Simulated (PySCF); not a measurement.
**What builds the third ionisation energy along the second row**

Calculated with PySCF 2.14 from differences of total energies of unrestricted determinants, without spin-orbit coupling. Each column adds one step, in eV (sums use unrounded values): valence MP2, valence CCSD, valence triples, then the next inner shell at CCSD(T) (C 1s, N 1s, O 1s, Ne 1s). References (NIST) marked * lie between the lowest fine-structure levels; the others compare directly ((s) semi-empirical, (t) theoretical).

| element | UHF | + MP2 | + CCSD | + (T) | + inner shell | sum | reference |
| --- | --- | --- | --- | --- | --- | --- | --- |
| C [He] 2s2 → [He] 2s1 (def2-TZVPPD, non-relativistic) | 45.776 | 1.158 | 0.820 | 0.000 | -0.005 | 47.749 | 47.888 |
| N [He] 2s2 2p1 → [He] 2s2 (def2-TZVPPD, non-relativistic) | 47.297 | 0.169 | -0.253 | 0.028 | 0.026 | 47.267 | 47.445 (s) * |
| O [He] 2s2 2p2 → [He] 2s2 2p1 (def2-TZVPPD, non-relativistic) | 54.606 | 0.365 | -0.218 | 0.010 | 0.022 | 54.785 | 54.936 (s) * |
| Ne [He] 2s2 2p4 → [He] 2s2 2p3 (def2-TZVPPD, non-relativistic) | 61.862 | 1.155 | 0.038 | 0.015 | 0.012 | 63.082 | 63.423 * |

What remains against the references is mostly basis incompleteness and, for starred values, spin-orbit coupling.

These are valence bases, so the inner-shell step is incomplete.
